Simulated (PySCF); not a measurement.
NMR data simulated for an unnamed compound:

1H NMR (500 MHz, computed): δ 6.54 (d, 1H), 6.23 (m, 1H), 6.07 (m, 1H), 4.94 (m, 1H), 2.13 (s, 3H), 1.96 (m, 1H), 1.54 (m, 1H).

13C{1H} NMR (computed): δ 148.5 (C), 144.6 (CH), 142.3 (CH), 137.2 (CH), 80.3 (CH), 44.0 (C), 21.2 (CH2), 17.8 (CH3).

Relativity neglected, a single conformation, rapidly exchanging positions averaged, in vacuum. GIAO PBE0/pcSseg-1 shieldings; geometry: PBE0-D3(BJ)/def2-SVP; PySCF.

δ = σ(ref) − σ, references computed at the same level: TMS for 1H (σ = 31.27 ppm) and 13C (σ = 184.41 ppm).

Which of these does the molecule contain: an OH group, a three-membered ring, a (CH3)2CH unit, a non-aromatic C=C double bond, a Si–H bond?

Answers


- An OH group: no.
- A three-membered ring: yes.
- A (CH3)2CH unit: no.
- A non-aromatic C=C double bond: yes.
- A Si–H bond: no.

The data belong to SMILES F[C@H]1[C@@]2(C=C(C)C=C2)C1, C₈H₉F; they needn't prove each group on their own.

Carbon signals by region: 4 in the sp2 and nitrile region (100–160 ppm), 1 at 50–100 ppm, 3 below 50 ppm.

Splittings by 19F in the carbon and heteronuclear signals aren't shown, as no couplings were computed. Shifts are as computed. Against solution values, carbons near 30 ppm lie about +2 ppm off and those near 130 ppm about +5 ppm. Of 1211 compounds with measured shifts, 218 miss one by over three times the rms of a fit or turn the order of signals round; such compounds aren't used in these exercises. No couplings were computed; multiplicities are counted from neighbouring protons, with m where these are inequivalent, close in shift, in a saturated or five-membered ring or joined by F or P, and br s for small geminal =CH2 splittings.
